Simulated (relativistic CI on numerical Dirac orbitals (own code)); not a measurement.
What each ingredient does to the levels of Ce¹⁸⁺

Base calculation: Dirac-Coulomb-Breit CI, separate exchange-only KLI orbitals for each configuration, model QED (radiative potential, 1s self-energy scaled to tabulated hydrogen-like ionisation energies), unscaled Slater integrals.

CI space (outside the closed core [Ar] 3d10): 4s2.4p6.4d4, 4s2.4p5.4d5, 4s2.4p6.4d3.4f, 4s.4p6.4d5, 4s2.4p5.4d4.4f, 4s2.4p6.4d3.5s, 4s.4p6.4d4.4f, 4s2.4p6.4d3.5p, 4s2.4p6.4d2.4f.5s, 4s2.4p6.4d3.5d, 4s2.4p6.4d2.5s.5p, 4s2.4p5.4d4.5s, 4s2.4p6.4d3.5f, 4s2.4p6.4d3.6s, 4s2.4p6.4d3.6p, 4s.4p6.4d3.4f.5s, 4s2.4p6.4d3.6f, 4s2.4p6.4d3.7s, 4p6.4d5.4f, 4s2.4p6.4d3.7p, 4p6.4d6, 4p5.4d7, 4p5.4d6.4f, 4s2.4p6.4d2.5s2, 4s2.4p6.4d.4f.5s2, 4s2.4p5.4d2.4f.5s2, 4s.4p6.4d2.4f.5s2. Double excitations out of closed p, d and f shells are left out; levels of such configurations are missing from the list, as are those of other unlisted configurations, and high levels can miss mixing partners. These lack a partner that the ground configuration has and come out too high: 4s2.4p5.4d4.5s.

Variants: (1) valence Slater integrals scaled by 0.9; (2) QED terms removed; (3) only the first configuration. Shifts of the energy above 4s2.4p6.4d4 5D_0, in cm⁻¹, for the lowest level and the first level of each name with at least 55 % of one term (blank where a level changes its place among those of its configuration and J or its character, or is not in the variant):

| Level | Base | Δ(1) | Δ(2) | Δ(3) |
| --- | --- | --- | --- | --- |
| 4s2.4p6.4d4 5D_0 | 0 | 0 | 0 | 0 |
| 4s2.4p6.4d4 5D_1 | 14485 | +1352 | -75 | +867 |
| 4s2.4p6.4d4 5D_2 | 26229 | +1595 | -115 | +1354 |
| 4s2.4p6.4d4 5D_3 | 34878 | +1171 | -128 | +1492 |
| 4s2.4p6.4d4 3G_3 | 69822 | -2530 | -116 | +2083 |
| 4s2.4p6.4d4 3H_5 | 72791 | -1876 | -147 | +3054 |
| 4s2.4p6.4d4 3F_2 | 74504 | -3388 | -110 | +95 |
| 4s2.4p6.4d4 3H_6 | 78588 | -2294 | -154 | +3339 |
| 4s2.4p6.4d4 3P_1 | 79194 | -2533 | -147 | -614 |
| 4s2.4p6.4d4 3G_4 | 87284 | -2796 | -160 | +2981 |
| 4s2.4p6.4d4 3G_5 | 109995 | -2330 | -236 | +3161 |
| 4s2.4p6.4d4 1I_6 | 113727 | -2954 | -232 | +3710 |
| 4s2.4p6.4d4 3D_1 | 115965 | -3435 | -214 | +2337 |
| 4s2.4p6.4d4 1S_0 | 133649 | -4845 | -221 | +1136 |
| 4s2.4p6.4d4 1F_3 | 138828 | -5798 | -214 | +2265 |
| 4s2.4p6.4d4 1D_2 | 213880 |  | -217 | +61 |
| 4s2.4p5.4d5 7P°_4 | 780013 | +9831 | +208 |  |
| 4s2.4p5.4d5 7P°_3 | 813370 | +7704 | +185 |  |
| 4s2.4p5.4d5 5P°_1 | 844002 | +4247 | +183 |  |
| 4s2.4p5.4d5 5G°_6 | 844787 | +3913 | +193 |  |
| 4s2.4p5.4d5 5H°_7 | 862366 | +2306 | +190 |  |
| 4s2.4p5.4d5 5D°_0 | 882581 | +3552 | +99 |  |

At this charge energies of transitions that change n are usually good to better than 1 %, and those within a shell (Δn = 0) to a few per cent. Terms inside the open d or f shell come out 10 to 20 % too wide with unscaled integrals.

Ionisation energy from the two ground configurations alone: base 508.541 eV; valence Slater integrals scaled by 0.9 508.415 eV. The NIST ASD value (theoretical) is 509 eV.

LS names give the leading component of a level, which can be under half, so a name can repeat, a term be missing and a line seem to break the LS rules.
